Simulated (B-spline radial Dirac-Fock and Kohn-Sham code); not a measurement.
These are calculated numbers from a radial B-spline solver; the model is the Dirac equation of a negative muon with reduced mass in the field of a spherical finite nucleus, with the Uehling potential to all orders; nuclear polarisation, deformation, hyperfine structure, self-energy, higher-order vacuum polarisation, relativistic recoil and electron screening are left out. The nuclear charge is a Fermi distribution (skin thickness 2.3 fm).

Task: A muonic atom of atomic mass 200.97 u emits these computed lines: 2p3/2 → 1s1/2 6000 keV, 3d5/2 → 2p3/2 2503 keV, 4f7/2 → 3d5/2 938.3 keV, 5g9/2 → 4f7/2 431.4 keV. Which element is it, and what rms charge radius was used?

Result: Lead (Z = 82, nuclide ²⁰¹Pb); the high transitions hardly feel the nucleus and fix Z. The 2p → 1s line lies 10150 keV below the value for a point nucleus without QED, which for this nuclear model gives a radius near 5.46 fm (5.4629 fm was used).
